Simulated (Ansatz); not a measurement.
`C[Si](C)(F)S` + `N#[C][Ga]([F])[F]` → `C[Si](C)(F)C#N` + `[F][Ga]([F])[SH]` at 400 K and 1 bar (redistribution).

Computed with Ansatz on PBE0-D4/def2-TZVP structures; ΔE is electronic, products minus reactants. CCSD(T)/CBS is the MP2 limit (def2-TZVPP, def2-QZVPP) plus CCSD(T) − MP2 in def2-TZVPP, frozen cores. For Ga outer-core shells are correlated without core-valence functions, which leaves a few kJ/mol of doubt a bond. Scalar relativity is left out up to krypton. Each species was taken in one conformer, which may not be the lowest.

```json
{"species": "`C[Si](C)(F)S`", "CCSD(T)/CBS energy (Eh)": "-867.09893", "H − E (kJ/mol)": "265.5", "S (J/(mol·K))": "414.0"}
{"species": "`N#[C][Ga]([F])[F]`", "CCSD(T)/CBS energy (Eh)": "-2216.34654", "H − E (kJ/mol)": "59.0", "S (J/(mol·K))": "353.9"}
{"species": "`C[Si](C)(F)C#N`", "CCSD(T)/CBS energy (Eh)": "-561.44132", "H − E (kJ/mol)": "263.2", "S (J/(mol·K))": "411.1"}
{"species": "`[F][Ga]([F])[SH]`", "CCSD(T)/CBS energy (Eh)": "-2522.02273", "H − E (kJ/mol)": "62.2", "S (J/(mol·K))": "352.9"}
```

H − E and S are ideal-gas, rigid-rotor, harmonic terms from PBE0-D4/def2-TZVP, for one conformer and one mirror image of each species. 1 Eh = 2625.50 kJ/mol, R = 8.31446 J/(mol·K).

Question: By hand: ΔE, ΔH, ΔS and ΔG.

Answer: ΔE = (-561.44132) + (-2522.02273) − (-867.09893) − (-2216.34654) = -0.01858 Eh = -48.8 kJ/mol. Δ(H − E) = 263.2 + 62.2 − 265.5 − 59.0 = 0.9, so ΔH = -47.9 kJ/mol. ΔS = 411.1 + 352.9 − 414.0 − 353.9 = -3.9 J/(mol·K). ΔG = -47.9 − 400 × (-3.9)/1000 = -46.3 kJ/mol.

Question: By hand: the equilibrium constant, and the temperature at which ΔG would vanish if ΔH and ΔS stayed fixed.

Answer: log₁₀ K = −ΔG/(RT ln 10) = 6.0. ΔG = 0 at ΔH/ΔS = 12282 K, far beyond where these terms or the molecules hold.

The number of gas molecules stays the same, so ΔS is small and ΔH decides. A doubt of 5 kJ/mol in ΔE shifts log₁₀ K by 0.7 here. Other conformers and mirror images would add mixing entropy, several J/(mol·K) or more a flexible species. These are equilibria of isolated gas molecules and say nothing of rates. Largest T1 diagnostic: 0.015 (customary marks: 0.02 for closed shells, 0.045 for open ones).
